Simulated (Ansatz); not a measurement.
Molecule: ZnI2, charge -1, multiplicity 2. The spin state was set by rule; other spins were not relaxed. 
Coordinates optimised at B3LYP-D3(BJ)/def2-TZVP (Ansatz, an electronic-structure program):
```
Zn
I 1 2.7117
I 1 2.7117 2 121.71
```
Charge -1, spin multiplicity 2.

Total electronic energies in hartree. Correlated levels leave the core frozen unless marked. Open shells are spin-unrestricted. Spin-orbit coupling is left out. The frozen core is the preceding noble-gas configuration, with the filled d and f shells of earlier blocks. Past Kr the def2 sets carry scalar-relativistic core potentials. STO-3G rows are all-electron and non-relativistic. CBS marks a two-point X^-3 extrapolation of the correlation energy; Hartree-Fock from the larger set. [CCSD(T)-MP2]/basis is that difference in the basis named. The program attaches cautions to a run behind CCSD/STO-3G: large difference.

```tsv
level	program	energy (Eh)
HF/def2-QZVPPD	Ansatz	-2371.34461
RI-HF/def2-TZVPPD	Ansatz	-2371.30181
BLYP/def2-TZVPD	Ansatz	-2374.95809
revPBE-D4/def2-TZVPD	Ansatz + dftd4	-2374.95044
BHLYP-D4/def2-TZVPD	Ansatz + dftd4	-2374.85560
r2SCAN0-D4/def2-TZVPD	Ansatz + dftd4	-2375.11982
SCS-MP2/def2-SVP	Ansatz	-2371.46298
CCSD/STO-3G	Ansatz	-15458.93538
RI-MP2/CBS(def2-TZVPPD,def2-QZVPPD)+[CCSD(T)-MP2]/def2-SVPD	Ansatz	-2372.2529
```

Totals of different functionals don't rank their quality; only differences between species are comparable.
